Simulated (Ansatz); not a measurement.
Task: Name a neutral molecule of C, N, O, S, Si and H with HOMO–LUMO gap (PBE/def2-TZVPP) between 5.25 and 5.55 eV and size of the dipole moment (ωB97M-V/def2-TZVPP) between 3.85 and 4.15 D (Ansatz, PBE0-D4/def2-TZVP geometry).

Result: `O=C(S)N[SiH3]` (5.34 eV, 3.86 D). Other molecules can fit too; these were computed, each in one conformer that needn't be the lowest.
